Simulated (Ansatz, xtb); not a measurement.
## Relative energy of two structures of CH3InO

Structure a is a singlet given by its coordinates and structure b is `C[O][In]`, a singlet. Both are isolated molecules in the gas phase, relaxed with r2SCAN-D4/def2-TZVP.

a (Å):

```xyz
6

C     0.8128   -0.6042   -0.1962
In    0.4037    0.4142    1.7904
O    -0.6393   -0.8106   -0.1568
H     1.3314   -1.5649   -0.2835
H    -0.9857   -1.0282   -1.0297
H     1.0879    0.0366   -1.0420
```

Close contacts (Å): C1–In2 2.27, C1–O3 1.47, In2–O3 2.53, C1–H4 1.10, C1–H6 1.10, O3–H5 0.96.

b (Å):

```csv
atom,x (Å),y (Å),z (Å)
C,-0.3563,0.0131,-2.1010
In,-0.5515,3.2182,-1.0242
O,-0.4355,1.3317,-1.6587
H,0.4347,-0.1081,-2.8546
H,-0.1334,-0.6733,-1.2719
H,-1.3021,-0.3124,-2.5568
```

**Question.** Estimate which is lower in electronic energy at CCSD(T)/def2-TZVPP, and by roughly how much.

**Answer.** The CCSD(T)/def2-TZVPP calculation puts structure b lower, by 124.6 kJ/mol.

The same difference at several levels:

| level | geometry | E(b) − E(a) (kJ/mol) | departure from the last row (kJ/mol) | job, with rough time for the two |
| --- | --- | --- | --- | --- |
| GFN2-xTB | GFN2-xTB | −181.2 | −56.6 | optimisation, 0.2 s |
| HF/STO-3G | GFN2-xTB | −141.2 | −16.6 | single point, 0.54 s |
| r2SCAN-D4/def2-SVP | GFN2-xTB | −143.2 | −18.6 | single point, 2.2 s |
| r2SCAN-D4/def2-TZVP | r2SCAN-D4/def2-TZVP | −136.9 | −12.3 | optimisation, 40 s |
| HF/def2-TZVPP | r2SCAN-D4/def2-TZVP | −136.8 | −12.2 | part of the CCSD(T) run |
| MP2/def2-TZVPP | r2SCAN-D4/def2-TZVP | −129.4 | −4.8 | part of the CCSD(T) run |
| CCSD(T)/def2-TZVPP | r2SCAN-D4/def2-TZVP | −124.6 |  | single point, 64 s |

The levels shown agree on the order. The largest departure from CCSD(T)/def2-TZVPP is that of GFN2-xTB, 56.6 kJ/mol.

With harmonic frequencies from r2SCAN-D4/def2-TZVP (ideal gas, rigid rotor, one conformer each, 298.15 K, 1 atm): on the last row, ΔE + ΔZPE = −121.4 kJ/mol. A mode under 50 cm⁻¹ makes harmonic enthalpies and free energies unreliable, so none is given.

The correlated steps freeze 6 core orbitals; the filled d shell of In is correlated, in a basis made for valence electrons. Atoms past krypton carry core potentials in the def2 sets, other sets are all-electron and non-relativistic, and no spin–orbit term is included. Programs: Ansatz 0.2.0, xtb 6.7.1; the last row on 2 threads of Arm Neoverse V1 on a shared host.
